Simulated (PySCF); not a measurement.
C3H5, SMILES [CH2]C=C (connectivity only; charge and spin as stated), charge +1, multiplicity 1.

The structure is a stationary point at B3LYP-D3(BJ)/def2-TZVP. The multiplicity is an assumed one; other spin states were not compared. The isomer is the one that the SMILES or the coordinates give; other isomers of the formula were not compared.

Method: M06-2X/def2-TZVPD (PySCF).

Symmetry labels are those of the subgroup C2v that the program uses (full group C2v).

Computed valence orbital energies around the gap with their symmetry:
```json
[
 {"orbital": "HOMO−7", "symmetry": "A1", "energy (eV)": "-31.91"},
 {"orbital": "HOMO−6", "symmetry": "B2", "energy (eV)": "-28.11"},
 {"orbital": "HOMO−5", "symmetry": "A1", "energy (eV)": "-24.44"},
 {"orbital": "HOMO−4", "symmetry": "A1", "energy (eV)": "-22.29"},
 {"orbital": "HOMO−3", "symmetry": "B2", "energy (eV)": "-21.04"},
 {"orbital": "HOMO−2", "symmetry": "B2", "energy (eV)": "-19.28"},
 {"orbital": "HOMO−1", "symmetry": "A1", "energy (eV)": "-18.70"},
 {"orbital": "HOMO", "symmetry": "B1", "energy (eV)": "-17.11"},
 {"orbital": "LUMO", "symmetry": "A2", "energy (eV)": "-9.31"},
 {"orbital": "LUMO+1", "symmetry": "B1", "energy (eV)": "-4.55"},
 {"orbital": "LUMO+2", "symmetry": "A1", "energy (eV)": "-3.80"},
 {"orbital": "LUMO+3", "symmetry": "A1", "energy (eV)": "-3.26"}
]
```
